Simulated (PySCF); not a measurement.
A species of formula C8H6F2 has this rotational fingerprint, computed with PBE0/pcSseg-1 in PySCF (dipole) on a GFN2-xTB geometry, gas phase:

* Rotational constants: A = 2295, B = 1116, C = 750.9 MHz
* Dipole components: |μa| = 1.35 D, |μb| = 2.19 D, |μc| = 0.00 D
* Inertial defect: 0.00 u·Å²
* κ: -0.53

**Question.** Which candidate fits, each taken in the one conformer that was computed?
A. `[CH2:1]=[C:2]([F:3])[c:4]1[cH:5][cH:6][cH:7][c:8]([F:9])[cH:10]1` with C1–C2–C4–C5 180°
B. `[CH2:1]=[CH:2][c:3]1[cH:4][cH:5][cH:6][c:7]([F:8])[c:9]1[F:10]` with C1–C2–C3–C4 0°
C. `[CH2:1]=[C:2]1[CH:3]=[CH:4]/[C:5]1=[C:6]([F:7])/[CH:8]=[CH:9]/[F:10]` with C5–C6–C8–C9 180°

**Answer.** B. It is C=Cc1cccc(F)c1F, an asymmetric top, point group Cs. The candidates at the same level (rigid rotor, commonest isotopes):

| SMILES | A (MHz) | B (MHz) | C (MHz) | μa (D) | μb (D) | μc (D) | Δ (u·Å²) | point group | rotor |
| --- | --- | --- | --- | --- | --- | --- | --- | --- | --- |
| C=C(F)c1cccc(F)c1 | 2683 | 904.1 | 676.2 | 0.21 | 0.25 | 0.00 | 0.00 | Cs | asymmetric top |
| C=Cc1cccc(F)c1F | 2295 | 1116 | 750.9 | 1.35 | 2.19 | 0.00 | 0.00 | Cs | asymmetric top |
| C=C1C=C/C1=C(F)/C=C/F | 2558 | 754.9 | 582.9 | 1.57 | 0.14 | 0.00 | 0.00 | Cs | asymmetric top |

`C=C(F)c1cccc(F)c1` has B 19 % too low; `C=C1C=C/C1=C(F)/C=C/F` has B 32 % too low. In the right answer the mirror of this Cs structure is the ab plane, so μc vanishes by symmetry. No structure here is proved a minimum.
